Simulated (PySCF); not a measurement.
**Correlation energy of Ir+ (iridium, charge +1)**

[Xe] 4f14 5d6 6s2, high-spin 5D determinant (an excited configuration). Calculation: PySCF 2.14, in aug-cc-pVTZ-PP with ECP60MDF; scalar relativity through the core potential. Frozen: 5s2 5p6; 8 electrons correlated.

MP2 pair energies summed by pair of shells (mhartree):

```json
{"pair": "5d-5d", "energy": "-98.47", "share (%)": "51.1"}
{"pair": "5d-6s", "energy": "-73.62", "share (%)": "38.2"}
{"pair": "6s-6s", "energy": "-20.58", "share (%)": "10.7"}
```

Total MP2 correlation energy: -192.67 mhartree.

Same-spin part -82.51 and opposite-spin part -110.16 mhartree; SCS-MP2 scales them by 1/3 and 6/5 to -159.69 mhartree.
